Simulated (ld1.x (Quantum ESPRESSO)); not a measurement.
**Transferability test, TM potential for W (Z = 74)**

* Element: W (Z = 74)
* Generator: ld1.x (Quantum ESPRESSO) 7.5
* Type: norm-conserving Troullier–Martins (Kleinman–Bylander form)
* Functional: LDA (PZ)
* Relativity: scalar-relativistic
* Frozen core: [Xe] 4f14
* Valence charge: 6
* Reference configuration: 5d3 6s0 6p0 (charge +3)
* Partial waves: 6s (bound, empty): rc 2.40 bohr; 6p (bound, empty): rc 2.45 bohr; 5d (bound): rc 1.90 bohr
* Local potential: all-electron potential smoothed inside 2.10 bohr (lloc = -2)
* Core correction: Bessel-smoothed model core inside 1.45 bohr

Energies are relative to the spin-unpolarised reference configuration 5d3 6s0 6p0; without spin polarisation the order of configurations can differ from experiment. Spin-polarised rows fill each open shell by Hund’s rule, majority spin first. Not all tests gave a result: 5 of 9 tests not solved or not reliable. Left out of the table: 5d4 6s2 6p0 (solver errors, printed error -167 eV); 5d4 6s1 6p0 (solver errors, printed error -165 eV); 5d4.5 6s1.5 6p0 (solver errors, printed error -187 eV); 5d4 6s1 6p1 (solver errors, printed error -185 eV); 5d4 6s2 6p0 (spin-polarised) (solver errors, printed error -166 eV).

| valence configuration | charge | ΔE all-electron (eV) | error AE − PS (meV) |
| --- | --- | --- | --- |
| 5d4 6s0 6p0 | +2 | -25.705 | -109 |
| 5d2 6s0 6p0 | +4 | 37.542 | -204 |
| 5d3 6s2 6p0 | +1 | -41.805 | +27 |

(1) What are ΔE and the potential's error for 5d3 6s0 6p0 (spin-polarised)?

Levels in the configuration 5d3 6s2 6p0:

| level | all-electron (eV) | pseudo (eV) |
| --- | --- | --- |
| 5d | -13.749 | -13.818 |
| 6s | -13.393 | -13.417 |

Note: ghost state, extra bound levels that the all-electron valence spectrum of the same l lacks: s at -17.9 eV. A true bound ghost makes a file unfit for plane-wave use.

## Answers

(1) ΔE = -1.495 eV all-electron; the error (AE − PS) is -3.5 meV.
